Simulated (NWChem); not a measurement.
System: C$_{4}$H$_{4}$OS; SMILES Oc1cccs1

Parts of the log:

```
             Northwest Computational Chemistry Package (NWChem) 7.3.0
             --------------------------------------------------------

                             Geometry "geometry" -> ""
                             -------------------------

 Output coordinates in angstroms (scale by  1.889725989 to convert to a.u.)

  No.       Tag          Charge          X              Y              Z
 ---- ---------------- ---------- -------------- -------------- --------------
    1 O                    8.0000    -0.15855100    -2.15782600     0.00000000
    2 C                    6.0000    -0.22584500    -0.81655600     0.00000000
    3 C                    6.0000    -1.37647100    -0.07437100     0.00000000
    4 C                    6.0000    -1.10815700     1.32541000     0.00000000
    5 C                    6.0000     0.22387200     1.62778300     0.00000000
    6 S                   16.0000     1.18990100     0.19379000     0.00000000
    7 H                    1.0000     0.75803900    -2.45197100     0.00000000
    8 H                    1.0000    -2.36697300    -0.52846300     0.00000000
    9 H                    1.0000    -1.88752400     2.08921100     0.00000000
   10 H                    1.0000     0.70586300     2.60365500     0.00000000

 Effective nuclear repulsion energy (a.u.)     275.2607042785

                              NWChem Property Module
                              ----------------------

                                 NWChem DFT Module
                                 -----------------

 Summary of "ao basis" -> "ao basis" (spherical)
 ------------------------------------------------------------------------------
       Tag                 Description            Shells   Functions and Types
 ---------------- ------------------------------  ------  ---------------------
 O                           6-31g*                  6       14   3s2p1d
 C                           6-31g*                  6       14   3s2p1d
 S                           6-31g*                  8       18   4s3p1d
 H                           6-31g*                  2        2   2s

            General Information
            -------------------
          SCF calculation type: DFT
          Wavefunction type:  closed shell.
          No. of atoms     :    10
          No. of electrons :    52
           Alpha electrons :    26
            Beta electrons :    26
          Charge           :     0
          Spin multiplicity:     1
          Use of symmetry is: off; symmetry adaption is: off
          Maximum number of iterations: 150
          AO basis - number of functions:    96
                     number of shells:    46
          Convergence on energy requested:  1.00D-06
          Convergence on density requested:  1.00D-05
          Convergence on gradient requested:  5.00D-04

              XC Information
              --------------
                         PBE0 Method XC Functional
                     Hartree-Fock (Exact) Exchange  0.250
          PerdewBurkeErnzerhof Exchange Functional  0.750
            Perdew 1991 LDA Correlation Functional  1.000 local
           PerdewBurkeErnz. Correlation Functional  1.000 non-local

             Grid Information
             ----------------
          Grid used for XC integration:  medium
          Radial quadrature: Mura-Knowles
          Angular quadrature: Lebedev.
          Tag              B.-S. Rad. Rad. Pts. Rad. Cut. Ang. Pts.
          ---              ---------- --------- --------- ---------
          O                   0.60       49          12.0       434
          C                   0.70       49          11.0       434
          S                   1.00       88          10.0       590
          H                   0.35       45          12.0       434
          Grid pruning is: on
          Number of quadrature shells:   513
          Spatial weights used:  Erf1

      Superposition of Atomic Density Guess
      -------------------------------------

 Sum of atomic energies:        -624.84397994

      Non-variational initial energy
      ------------------------------

 Total energy =    -628.364684
 1-e energy   =   -1404.019163
 2-e energy   =     500.393775
 HOMO         =      -0.204341
 LUMO         =       0.042498

   convergence    iter        energy       DeltaE   RMS-Dens  Diis-err
 ---------------- ----- ----------------- --------- --------- ---------
 d= 0,ls=0.0,diis     1   -627.7085426331 -9.03D+02  1.06D-02  6.99D-01
 d= 0,ls=0.0,diis     2   -627.7039740070  4.57D-03  7.02D-03  7.77D-01
 d= 0,ls=0.0,diis     3   -627.7833822023 -7.94D-02  2.39D-03  6.37D-02
 d= 0,ls=0.0,diis     4   -627.7903244875 -6.94D-03  9.19D-04  1.00D-02
 d= 0,ls=0.0,diis     5   -627.7915991896 -1.27D-03  1.84D-04  6.60D-04
  Resetting Diis
 d= 0,ls=0.0,diis     6   -627.7916659219 -6.67D-05  6.90D-05  4.13D-05
 d= 0,ls=0.0,diis     7   -627.7916707038 -4.78D-06  5.62D-05  5.92D-06
 d= 0,ls=0.0,diis     8   -627.7916687366  1.97D-06  3.68D-05  1.96D-05
 d= 0,ls=0.0,diis     9   -627.7916715403 -2.80D-06  2.80D-06  5.88D-08
 d= 0,ls=0.0,diis    10   -627.7916715463 -5.97D-09  1.11D-06  1.29D-08

         Total DFT energy =     -627.791671546274
      One electron energy =    -1407.715488806519
           Coulomb energy =      561.784448550856
    Exchange-Corr. energy =      -57.121335569157
 Nuclear repulsion energy =      275.260704278546

 Numeric. integr. density =       52.000015154201

                       DFT Final Molecular Orbital Analysis
                       ------------------------------------

 Vector   24  Occ=2.000000D+00  E=-3.542127D-01
              MO Center=  5.9D-01, -9.7D-02, -3.2D-08, r^2= 3.2D+00
   Bfn.  Coefficient  Atom+Function         Bfn.  Coefficient  Atom+Function
  ----- ------------  ---------------      ----- ------------  ---------------
    77      0.548732   6 S  px               17     -0.243618   2 C  px
    80      0.240746   6 S  s                73     -0.209480   6 S  px
    81      0.195090   6 S  px               31      0.192080   3 C  px
     3      0.146830   1 O  px               20     -0.139836   2 C  s
    76      0.137977   6 S  s                34      0.128180   3 C  s

 Vector   25  Occ=2.000000D+00  E=-2.609261D-01
              MO Center=  3.3D-02,  4.0D-01, -5.4D-09, r^2= 3.0D+00
   Bfn.  Coefficient  Atom+Function         Bfn.  Coefficient  Atom+Function
  ----- ------------  ---------------      ----- ------------  ---------------
    79      0.538073   6 S  pz               83      0.314955   6 S  pz
    47     -0.284984   4 C  pz               33     -0.280511   3 C  pz
    37     -0.214028   3 C  pz               51     -0.210728   4 C  pz
    75     -0.201199   6 S  pz               61     -0.033403   5 C  pz
    19     -0.029256   2 C  pz

 Vector   26  Occ=2.000000D+00  E=-2.154092D-01
              MO Center= -3.3D-01,  1.1D-01,  5.9D-10, r^2= 3.2D+00
   Bfn.  Coefficient  Atom+Function         Bfn.  Coefficient  Atom+Function
  ----- ------------  ---------------      ----- ------------  ---------------
    61      0.343206   5 C  pz               19     -0.309585   2 C  pz
    65      0.295753   5 C  pz                5      0.288007   1 O  pz
    33     -0.264219   3 C  pz                9      0.255040   1 O  pz
    23     -0.232269   2 C  pz               37     -0.207656   3 C  pz
    47      0.174883   4 C  pz               51      0.124815   4 C  pz

 Vector   27  Occ=0.000000D+00  E= 1.086222D-02
              MO Center= -5.0D-02,  4.3D-01, -1.3D-09, r^2= 3.4D+00
   Bfn.  Coefficient  Atom+Function         Bfn.  Coefficient  Atom+Function
  ----- ------------  ---------------      ----- ------------  ---------------
    65      0.512551   5 C  pz               23      0.452156   2 C  pz
    19      0.384565   2 C  pz               83     -0.375050   6 S  pz
    51     -0.348215   4 C  pz               61      0.348066   5 C  pz
    79     -0.304025   6 S  pz               47     -0.256446   4 C  pz
     9     -0.195982   1 O  pz               37     -0.177992   3 C  pz

 Vector   28  Occ=0.000000D+00  E= 1.416734D-02
              MO Center=  1.0D+00, -4.1D-01,  5.9D-10, r^2= 3.9D+00
   Bfn.  Coefficient  Atom+Function         Bfn.  Coefficient  Atom+Function
  ----- ------------  ---------------      ----- ------------  ---------------
    82      0.918924   6 S  py               62     -0.724144   5 C  s
    20      0.633689   2 C  s                90     -0.577678   7 H  s
     6      0.357682   1 O  s                21      0.318182   2 C  px
    78      0.312598   6 S  py               63     -0.308889   5 C  px
    17      0.198538   2 C  px               64      0.194770   5 C  py

 Vector   29  Occ=0.000000D+00  E= 8.774320D-02
              MO Center= -8.5D-01,  3.8D-01,  2.6D-10, r^2= 2.8D+00
   Bfn.  Coefficient  Atom+Function         Bfn.  Coefficient  Atom+Function
  ----- ------------  ---------------      ----- ------------  ---------------
    37      0.696934   3 C  pz               51     -0.639303   4 C  pz
    23     -0.480649   2 C  pz               33      0.393330   3 C  pz
    65      0.372737   5 C  pz               47     -0.359070   4 C  pz
    19     -0.290843   2 C  pz               61      0.181750   5 C  pz
     9      0.164411   1 O  pz                5      0.118028   1 O  pz

     Multipole analysis of the density
     ---------------------------------

     L   x y z        total         alpha         beta         nuclear
     -   - - -        -----         -----         ----         -------
     0   0 0 0     -0.000000    -26.000000    -26.000000     52.000000

     1   1 0 0      0.332172      0.109576      0.109576      0.113019
     1   0 1 0     -0.014002      0.064752      0.064752     -0.143506
     1   0 0 1     -0.000000     -0.000000     -0.000000      0.000000

     2   2 0 0    -28.286226   -107.769215   -107.769215    187.252204
     2   1 1 0     -2.851412      0.703295      0.703295     -4.258002
     2   1 0 1     -0.000000     -0.000000     -0.000000      0.000000
     2   0 2 0    -26.719212   -166.483162   -166.483162    306.247111
     2   0 1 1      0.000000      0.000000      0.000000      0.000000
     2   0 0 2    -33.364025    -16.682012    -16.682012      0.000000

 *** CALLING NEW AORESP DRIVER FOR CLOSED AND OPEN SHELLS ***
 Entering AOResponse driver routine

--------------------------------------------------------------------------------

          -----------------------------------------------
          Solving response equations for perturbing field
          -----------------------------------------------

 number of frequencies:     1
 frequency in a.u.:  0.0000000E+00
 Perturbing field: electric
 Using El. Dipole Length Gauge

 Setting up CPKS with frequency omega =      0.00000000 a.u.

 STATIC response

                                NWChem CPHF Module
                                ------------------

  scftype          =     RHF
  nclosed          =       26
  nopen            =        0
  variables        =     1820
  # of vectors     =        3
  tolerance        = 0.10D-03
  level shift      = 0.00D+00
  max iterations   =       50
  max subspace     =       30

 SCF residual:    3.8823894723159654E-005

Iterative solution of linear equations
  No. of variables     1820
  No. of equations        3
  Maximum subspace       30
        Iterations       50
       Convergence  1.0D-04

   iter   nsub   residual    time
   ----  ------  --------  ---------
     1      3    7.71D+00      27.5
     2      6    2.84D+00      31.2
     3      9    3.66D-01      35.1
     4     12    1.18D-01      39.1
     5     15    1.75D-02      42.9
     6     18    7.19D-03      47.5
     7     21    1.86D-03      53.5
     8     24    3.76D-04      59.5
     9     27    2.02D-05      65.6

 Electric Dipole Response Matrix (nonzero elements):

              1        2        3
    1   67.7623  -2.1595  -0.0000
    2   -2.1595  68.9765  -0.0000
    3   -0.0000  -0.0000  25.7438

 ------------------------------------------
 average:        54.16086 + I       0.00000

 DFT Linear Response polarizability / au
 Frequency  =       0.0000000 / au
              X              Y              Z
 -----------------------------------------------
 X      67.7622987     -2.1595378     -0.0000001
 Y      -2.1595289     68.9765129     -0.0000000
 Z      -0.0000001     -0.0000000     25.7437823
 -----------------------------------------------
 Eigenvalues =      66.1261531     70.6126584     25.7437823
 Isotropic   =      54.1608646
 Anisotropic =      42.8023401
 -----------------------------------------------

 Magnetic Dipole Response Matrix (nonzero elements):

 Exiting AOResponse driver routine
```

Level: PBE0/6-31G* (spherical d). All runs use the structure optimised with PBE0/def2-SVP.

Task: Which NWChem input produces such a log?

Result: Several could match; the one computed here: the input that was run:
```
start job
memory heap 200 mb stack 900 mb global 1100 mb
geometry units angstroms noautosym nocenter noautoz
  O     -0.158551    -2.157826     0.000000
  C     -0.225845    -0.816556     0.000000
  C     -1.376471    -0.074371     0.000000
  C     -1.108157     1.325410     0.000000
  C      0.223872     1.627783     0.000000
  S      1.189901     0.193790     0.000000
  H      0.758039    -2.451971     0.000000
  H     -2.366973    -0.528463     0.000000
  H     -1.887524     2.089211     0.000000
  H      0.705863     2.603655     0.000000
end
basis spherical
  * library 6-31g*
end
dft
  xc pbe0
  iterations 150
end
property
  response 1 0.0
end
task dft property
```
